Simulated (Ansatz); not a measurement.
Input file for `[BH2][Al]1[CH2][CH]1C`:

```yaml
crystal:
  periodic: [false, false, false]
  atoms:
    - {symbol: B, position_ang: [-1.297033, 2.776452, -0.296829]}
    - {symbol: Al, position_ang: [-0.537585, 0.948257, 0.259915]}
    - {symbol: C, position_ang: [0.445679, -0.335512, 1.356229]}
    - {symbol: C, position_ang: [-0.140047, -0.972610, 0.106573]}
    - {symbol: C, position_ang: [0.814655, -1.534476, -0.917122]}
    - {symbol: H, position_ang: [-2.389164, 3.128767, 0.044537]}
    - {symbol: H, position_ang: [-0.674041, 3.528178, -0.989601]}
    - {symbol: H, position_ang: [0.034592, -0.642230, 2.315573]}
    - {symbol: H, position_ang: [1.531241, -0.250959, 1.384492]}
    - {symbol: H, position_ang: [-0.990686, -1.624299, 0.308236]}
    - {symbol: H, position_ang: [1.295804, -2.450105, -0.548193]}
    - {symbol: H, position_ang: [0.307279, -1.774629, -1.853897]}
    - {symbol: H, position_ang: [1.619704, -0.831532, -1.155112]}
basis:
  gaussian: {orbitals: def2-TZVPP}
correlation: {method: ccsd_t}
```

```sh
$ ansatz run in.yaml --threads 4 --pin off --events-out ev --progress --plain --max-ram 10444MiB
```

The program prints (abridged):

```
Functional definition: HF
1621 factors; integrals over basis functions are off by at most 1.1e-3 eV
mean field evaluation 1: about -10465.0300 eV, gradient 4.4e1 eV
mean field evaluation 2: about -10465.2252 eV, gradient 4.4e1 eV
mean field evaluation 4: about -10471.0393 eV, gradient 5.3e0 eV
mean field evaluation 8: about -10471.1806 eV, gradient 3.5e-1 eV
mean field evaluation 16: about -10471.1817 eV, gradient 2.7e-6 eV
mean field -10471.18174850 eV, -384.8088316356 hartree, gradient 2.7e-6 eV, S^2 0.000000; 0 other end points of the search recorded, 0 dependent functions left out
9 core orbitals not correlated: weight in the atoms' cores, before any rotation towards them, 1.000 or more for the frozen orbitals, at most 0.000 for the correlated occupied ones
reference -10471.18174850 eV, -384.8088316356 hartree; 13, 13 occupied and 256, 256 virtual orbitals, 1621 factors
second order -18.91316888 eV of doubles, -0.00000000 eV of singles
cycle   1  -19.72453341 eV  change   -8.1e-1 eV  update   1.1e-1
cycle   2  -20.23825044 eV  change   -5.1e-1 eV  update   3.7e-2
cycle   3  -20.37671869 eV  change   -1.4e-1 eV  update   2.9e-2
cycle   4  -20.38034455 eV  change   -3.6e-3 eV  update   1.4e-2
cycle   5  -20.37733071 eV  change    3.0e-3 eV  update   1.0e-2
cycle   6  -20.38011188 eV  change   -2.8e-3 eV  update   4.4e-3
cycle   7  -20.37927639 eV  change    8.4e-4 eV  update   1.4e-3
cycle   8  -20.37945480 eV  change   -1.8e-4 eV  update   5.3e-4
cycle   9  -20.37964017 eV  change   -1.9e-4 eV  update   1.8e-4
cycle  10  -20.37959894 eV  change    4.1e-5 eV  update   7.4e-5
cycle  11  -20.37955788 eV  change    4.1e-5 eV  update   3.1e-5
cycle  12  -20.37957902 eV  change   -2.1e-5 eV  update   1.4e-5
cycle  13  -20.37958517 eV  change   -6.1e-6 eV  update   6.4e-6
perturbative correction -0.90037438 eV, -0.0330881484 hartree
Total energy: -10492.46170806 eV, -385.5908557253 hartree
```

Run time 2.8 min (4 threads of an Arm Neoverse V2 on a shared host); peak host memory 7.7 GiB.

Correlation energy per correlated electron: -0.818 eV. T1 diagnostic: 0.0203.
